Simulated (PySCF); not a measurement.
**Core-level binding energies of `N[SiH2]N[SiH3]`**

H₈N₂Si₂.
Atom-mapped SMILES: `[NH2:1][SiH2:2][NH:3][SiH3:4]`

The calculation used PySCF 2.14.0, delta-SCF UKS SCAN, pcX-2 on the ionised atom, pcseg-1 elsewhere, spin-free X2C. Vertical ΔSCF values, vacuum level as zero.

Question: Give the core binding energies atom by atom.

Answer: 
| atom(s) | environment | level | binding energy (eV) | 2p1/2 (eV) | above the level's lowest (eV) | count |
| --- | --- | --- | --- | --- | --- | --- |
| N1 | silicon-bound nitrogen | N 1s | 404.66 | – | +0.58 | 1 |
| Si2 | SiH2 silicon | Si 2p3/2 | 106.99 | 107.61 | +0.04 | 1 |
| Si2 | SiH2 silicon | Si 1s | 1846.98 | – | +0.17 | 1 |
| N3 | nitrogen bridging silicon atoms | N 1s | 404.08 | – | 0.00 | 1 |
| Si4 | SiH3 silicon | Si 2p3/2 | 106.95 | 107.57 | 0.00 | 1 |
| Si4 | SiH3 silicon | Si 1s | 1846.81 | – | 0.00 | 1 |

Lowest listed N 1s: N3, bonded to H and 2 Si. Highest, 0.58 eV above it: N1, bonded to 2 H and Si.

The 2 Si 1s values lie within 0.17 eV of each other; Gaussian lines of 0.5 eV full width would blend them into one maximum.

The 2 Si 2p3/2 values lie within 0.04 eV of each other.

Question: Give the binding energy of N 1s of N1 in hartree and in kJ/mol.

Answer: 404.66 eV = 14.8710 Eh = 39044 kJ/mol.

Question: Which effective nuclear charge Zeff reproduces each element's mean 1s value in the hydrogen-like formula E = 13.606 eV × Zeff²?

Answer: N (Z = 7): mean 404.4 eV, Zeff = 5.45, Z − Zeff = 1.55; Si (Z = 14): mean 1846.9 eV, Zeff = 11.65, Z − Zeff = 2.35. Means run over the listed sites, weighted by atom count.

The 2p values aren't plain energy differences: one relaxed spin-free 2p hole is combined with a matrix within the shell (ground-state 2p orbital-energy differences and spin–orbit coupling). 2p3/2, the mean of its two sublevels, lies a third of the splitting below the shell's mean and 2p1/2 two thirds above it; the statistical areas are 2:1. 2p1/2 minus 2p3/2 (ligand field included): Si 0.62 eV. One conformer (not necessarily the lowest) at the PBE0-D3(BJ)/def2-SVP geometry, without solvent, vibrations or thermal averaging.

On an x86-64 server with one thread, no GPU (shared host), this took 28 s.

Conformer computed: `[NH2:1][SiH2:2][NH:3][SiH3:4]`: N1–Si2–N3–Si4 139°, H–N1–Si2–N3 147°, H–N1–Si2–N3 -65°.
